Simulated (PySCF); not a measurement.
**C8H14NP: full NMR table**

```
Formula                               : C8H14NP
SMILES                                : Cc1pccn1C(C)(C)C
InChI                                 : InChI=1S/C8H14NP/c1-7-9(5-6-10-7)8(2,3)4/h5-6H,1-4H3
Point group of the computed structure : C1
Carbon signals                        : 6
Proton signals                        : 4
```

Molfile (atoms numbered from 1):
```
C8H14NP
     RDKit          3D

 24 24  0  0  0  0  0  0  0  0999 V2000
    2.0842   -1.2521    0.4806 C   0  0  0  0  0  0  0  0  0  0  0  0
    1.7010    0.1156    0.0138 C   0  0  0  0  0  0  0  0  0  0  0  0
    2.9240    1.2944   -0.3068 P   0  0  0  0  0  0  0  0  0  0  0  0
    1.6616    2.4198   -0.7601 C   0  0  0  0  0  0  0  0  0  0  0  0
    0.4302    1.8575   -0.6457 C   0  0  0  0  0  0  0  0  0  0  0  0
    0.4307    0.5606   -0.2252 N   0  0  0  0  0  0  0  0  0  0  0  0
   -0.8160   -0.1805    0.0283 C   0  0  0  0  0  0  0  0  0  0  0  0
   -1.0643   -0.2298    1.5418 C   0  0  0  0  0  0  0  0  0  0  0  0
   -2.0132    0.5238   -0.6256 C   0  0  0  0  0  0  0  0  0  0  0  0
   -0.7445   -1.5932   -0.5696 C   0  0  0  0  0  0  0  0  0  0  0  0
    1.9654   -1.9971   -0.3060 H   0  0  0  0  0  0  0  0  0  0  0  0
    3.1398   -1.2230    0.7457 H   0  0  0  0  0  0  0  0  0  0  0  0
    1.5292   -1.5769    1.3589 H   0  0  0  0  0  0  0  0  0  0  0  0
    1.8302    3.4296   -1.0867 H   0  0  0  0  0  0  0  0  0  0  0  0
   -0.4883    2.3648   -0.8630 H   0  0  0  0  0  0  0  0  0  0  0  0
   -1.9993   -0.7448    1.7469 H   0  0  0  0  0  0  0  0  0  0  0  0
   -0.2651   -0.7490    2.0616 H   0  0  0  0  0  0  0  0  0  0  0  0
   -1.1275    0.7805    1.9412 H   0  0  0  0  0  0  0  0  0  0  0  0
   -2.8961   -0.0989   -0.5008 H   0  0  0  0  0  0  0  0  0  0  0  0
   -1.8471    0.6687   -1.6908 H   0  0  0  0  0  0  0  0  0  0  0  0
   -2.2260    1.4815   -0.1576 H   0  0  0  0  0  0  0  0  0  0  0  0
   -0.1993   -2.2802    0.0665 H   0  0  0  0  0  0  0  0  0  0  0  0
   -0.2714   -1.5628   -1.5486 H   0  0  0  0  0  0  0  0  0  0  0  0
   -1.7500   -1.9887   -0.6911 H   0  0  0  0  0  0  0  0  0  0  0  0
  1  2  1  0
  2  3  2  0
  3  4  1  0
  4  5  2  0
  5  6  1  0
  6  7  1  0
  7  8  1  0
  7  9  1  0
  7 10  1  0
  6  2  1  0
  1 11  1  0
  1 12  1  0
  1 13  1  0
  4 14  1  0
  5 15  1  0
  8 16  1  0
  8 17  1  0
  8 18  1  0
  9 19  1  0
  9 20  1  0
  9 21  1  0
 10 22  1  0
 10 23  1  0
 10 24  1  0
M  END
```

- GFN2-xTB geometry
- σ from GIAO-PBE0/pcSseg-1
- program: PySCF
- non-relativistic Hamiltonian, isolated molecule, single conformer, averaged over atoms made equivalent by symmetry, fast rotation or ring inversion

Chemical shifts δ = σref − σ; ¹H (31.72 ppm) and ¹³C (186.93 ppm) against TMS; ³¹P (318.38 ppm) vs H3PO4; NH3 for ¹⁵N (267.73 ppm), all at this level.

| carbon | δC, type | δH (multiplicity) | HMBC from (2–3 bonds) | span of the C tensor (ppm) |
| --- | --- | --- | --- | --- |
| C1 | 23.2, CH3 | 2.95 (m) | – | 21 |
| C2 | 172.4, C | – | H15, H14, H11/H12/H13 | 255 |
| C4 | 133.8, CH | 7.10 (m) | H15 | 229 |
| C5 | 131.9, CH | 7.44 (m) | H14 | 156 |
| C7 | 57.6, C | – | H15, H16/H17/H18/H19/H20/H21/H22/H23/H24 | 46 |
| C8/C9/C10 | 33.3, CH3 | 1.68 (s) | H16/H17/H18/H19/H20/H21/H22/H23/H24 | 47 |

Other nuclei:
```json
{"atoms": "P3", "nucleus": "³¹P", "environment": "phosphorus bonded to 2 C, in a 5-membered ring", "δ (ppm)": "136.7", "σ (ppm)": "181.7"}
{"atoms": "N6", "nucleus": "¹⁵N", "environment": "pyrrole-type ring nitrogen", "δ (ppm)": "224.9", "σ (ppm)": "42.9"}
```

- δC 172.4: substituted aromatic carbon next to a ring nitrogen.
- δC 133.8: aromatic CH; the aromatic region.
- δC 131.9: aromatic CH next to a ring nitrogen.
- δC 57.6: fully substituted sp3 carbon bonded to N; pulled downfield by the heteroatom.
- δH 2.95: hydrogen on a methyl carbon on an aromatic ring; benzylic-type position, deshielded by the ring.

Splittings by ³¹P in the carbon and heteronuclear signals aren't shown, as no couplings were computed. Shifts are as computed. Against solution values, carbons near 30 ppm lie about +3 ppm off and those near 130 ppm about +5 ppm. Of 1211 compounds with measured shifts, 218 miss one by over three times the rms of a fit or turn the order of signals round; such compounds aren't used in these exercises. Experimental scales use liquid or dissolved standards, which lie at an offset from isolated NH3 (liquid NH3: subtract about 20 ppm) and H3PO4. Unscaled 15N shifts of sp2 nitrogen come out 20 to 40 ppm too high even then. No couplings were computed; multiplicities are counted from neighbouring protons, with m where these are inequivalent, close in shift, in a saturated or five-membered ring or joined by F or P, and br s for small geminal =CH2 splittings.
